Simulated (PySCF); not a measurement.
Relaxation of singlet IrSe₃⁺

All numbers come from PBE in PySCF with Ir def2-SVP with ECP60, Se def2-SVP; scalar-relativistic core potentials, no spin–orbit coupling; density-fitted integrals. A (50,194) grid was used.

A hand-made trigonal pyramidal start, of C3v symmetry, held to at least that symmetry:

Coordinates in bohr (charge 1 multiplicity 1):
```
Ir    0.0000    0.0000   -1.0694
Se    3.6301    0.0000    0.8607
Se   -1.8150    3.1437    0.8607
Se   -1.8150   -3.1437    0.8607
```

Optimiser trace:
| step | E − E(last) (kJ/mol) | largest gradient (Eh/bohr) |
| --- | --- | --- |
| 0 | 161.11 | 0.05194 |
| 1 | 88.21 | 0.03278 |
| 2 | 37.37 | 0.03357 |
| 3 | 21.22 | 0.02496 |
| 4 | 11.28 | 0.01586 |
| 5 | 2.47 | 0.00601 |
| 6 | 0.45 | 0.00226 |
| 7 | 0.04 | 0.00058 |
| 8 | 0.00 | 0.00020 |
| 9 | 0.00 | 0.00007 |

It ends at D3h with Ir–Se 2.219 Å (×3); Se–Ir–Se 120.0° (×3). A frequency run shows a minimum.

Stability towards spin polarisation was not tested. No spin–orbit coupling is included, which matters more the heavier the element.
